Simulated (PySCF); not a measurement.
Compound: C2H11OPSi2.
InChI=1S/C2H11OPSi2/c1-2-3-5-6-4/h2,4-6H2,1H3

A linear-response calculation (PySCF, def2-SVPD basis, gas phase, vertical, core orbitals frozen in the response) gave these numbers; the functional is withheld.

Orbital energies (eV): HOMO-3 -10.46, HOMO-2 -9.92, HOMO-1 -9.54, HOMO -8.50, LUMO 0.58, LUMO+1 0.97, LUMO+2 1.27.

```csv
state,E (eV),f,"main configurations (H = HOMO, L = LUMO)"
S1,6.09,0.095,H→L (88%)
S2,6.49,0.016,"H→L+4 (84%), H→L+3 (8%)"
S3,6.54,0.076,H→L+1 (84%)
S4,6.85,0.0026,H-1→L (80%)
S5,6.89,0.0015,"H→L+3 (80%), H→L+4 (8%)"
S6,7.08,0.315,"H→L+2 (50%), H-2→L (20%), H→L+7 (10%)"
```

Triplets, Tamm–Dancoff:

| state | E (eV) | λ (nm) | main configurations (H = HOMO, L = LUMO) |
| --- | --- | --- | --- |
| T1 | 5.29 | 234.4 | H→L (60%), H→L+1 (15%), H→L+2 (8%) |
| T2 | 5.65 | 219.6 | H→L+4 (53%), H→L+3 (31%) |
| T3 | 5.78 | 214.4 | H→L+1 (49%), H→L (26%) |
| T4 | 6.27 | 197.8 | H→L+3 (52%), H→L+4 (30%), H-2→L+3 (9%) |

Vertical ionisation energy by ΔSCF with the same functional: 9.24 eV. Mean static polarisability: 116.6 au.

**Question.** Name the functional.
A. HF
B. CAM-B3LYP
C. PBE
D. B3LYP

**Answer.** B. CAM-B3LYP is range-separated, 19% exact exchange at short range and 65% at long range (ω = 0.33 bohr⁻¹). In this run −ε(HOMO) = 8.50 eV differs from the ΔSCF value by -0.74 eV, and S1 differs from the orbital gap of 9.08 eV by -2.99 eV. The ratio −ε(HOMO)/IP is 0.92. Small neutral molecules mostly give 0.85 to 0.93 with CAM-B3LYP, 0.5 to 0.7 with PBE, 0.67 to 0.83 with B3LYP; with Hartree–Fock the ratio is 1 or more (Koopmans' value less the relaxation energy is the ΔSCF value).

Level of theory: PySCF 2.14.0, density-fitted response routines, TDDFT CAM-B3LYP/def2-SVPD, vertical, gas phase, core orbitals frozen in the response. The structure is a single PBE0-D3(BJ)/def2-SVP conformer in the gas phase; no vibrational or solvent corrections.

The values belong to the conformer `[CH3:1][CH2:2][O:3][SiH2:4][SiH2:5][PH2:6]`: C1–C2–O3–Si4 180°, C2–O3–Si4–Si5 180°, O3–Si4–Si5–P6 179°, H–P6–Si5–Si4 47°, H–P6–Si5–Si4 -47°.
